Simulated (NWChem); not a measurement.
C5H3F; SMILES C(#C)C(=C=C)F

Program: NWChem. Each level has its own optimisation; frequencies are unscaled. Brackets give each atom's bonded neighbours.

```json
[
 {"level": "Hartree-Fock/STO-3G", "r C–C [C(CC)–C(CH)] (Å)": "…", "r C–H [C(CH)–H(C)] (Å)": "1.065", "r C–F (Å)": "1.369", "r C–C [C(CC)–C(CHH)] (Å)": "…", "highest harmonic frequency (cm⁻¹)": "…", "lowest (cm⁻¹)": "…", "zero-point energy (kcal/mol)": "…", "dipole (D)": "…"},
 {"level": "B3LYP/3-21G", "r C–C [C(CC)–C(CH)] (Å)": "1.207", "r C–H [C(CH)–H(C)] (Å)": "1.062", "r C–F (Å)": "1.387", "r C–C [C(CC)–C(CHH)] (Å)": "1.300", "highest harmonic frequency (cm⁻¹)": "3498", "lowest (cm⁻¹)": "134", "zero-point energy (kcal/mol)": "36.9", "dipole (D)": "1.92"},
 {"level": "PBE-D3(BJ)/def2-SVP", "r C–C [C(CC)–C(CH)] (Å)": "1.226", "r C–H [C(CH)–H(C)] (Å)": "1.081", "r C–F (Å)": "1.361", "r C–C [C(CC)–C(CHH)] (Å)": "1.314", "highest harmonic frequency (cm⁻¹)": "3407", "lowest (cm⁻¹)": "124", "zero-point energy (kcal/mol)": "35.0", "dipole (D)": "1.77"}
]
```

What belongs in the gaps?


- Hartree-Fock/STO-3G, r C–C [C(CC)–C(CH)] (Å): 1.173
- Hartree-Fock/STO-3G, r C–C [C(CC)–C(CHH)] (Å): 1.286
- Hartree-Fock/STO-3G, highest harmonic frequency (cm⁻¹): 3941
- Hartree-Fock/STO-3G, lowest (cm⁻¹): 146
- Hartree-Fock/STO-3G, zero-point energy (kcal/mol): 42.8
- Hartree-Fock/STO-3G, dipole (D): 1.32
